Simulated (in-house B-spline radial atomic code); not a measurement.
A radial electron density 4πr²n(r) was computed for an atom or ion in its tabulated ground configuration with a B-spline radial code for spherical atoms; method: Dirac-Hartree-Fock, average of configuration. Columns: r (bohr), 4πr²n(r) (electrons per bohr), bar.

```
 0.00186   0.9299 #
 0.00222    1.284 #
 0.00265    1.765 ##
 0.00316    2.409 ##
 0.00377    3.272 ###
  0.0045    4.415 ####
 0.00537    5.903 ######
  0.0064    7.796 ########
 0.00764     10.2 ##########
 0.00911    13.12 #############
  0.0109    16.66 #################
   0.013    20.64 #####################
  0.0155    24.93 #########################
  0.0185     29.3 #############################
   0.022     33.2 #################################
  0.0263    36.31 ####################################
  0.0313    37.95 ######################################
  0.0374    37.88 ######################################
  0.0446    36.17 ####################################
  0.0532    33.51 ##################################
  0.0635    31.16 ###############################
  0.0758    30.59 ###############################
  0.0904    32.69 #################################
   0.108    37.12 #####################################
   0.129    41.84 ##########################################
   0.154    43.94 ############################################
   0.183    41.46 ##########################################
   0.219    34.52 ###################################
   0.261    26.57 ###########################
   0.311     21.5 ######################
   0.371    21.27 #####################
   0.443    24.28 ########################
   0.528    26.52 ###########################
    0.63    25.09 #########################
   0.752    19.95 ####################
   0.897    13.32 #############
    1.07    7.506 ########
    1.28    3.533 ####
    1.52    1.455 #
    1.82   0.4742 
    2.17    0.126 
    2.59  0.02474
```

Task: Which atom or ion is it?
A. Ga5+
B. Ga4+
C. Se5+
D. Ge4+

Result: B. The area under the curve, ∫4πr²n dr = ∫r·4πr²n d(ln r) on this logarithmic grid, is 27 electrons, which only this option has. The configuration is [Ar] 3d9.
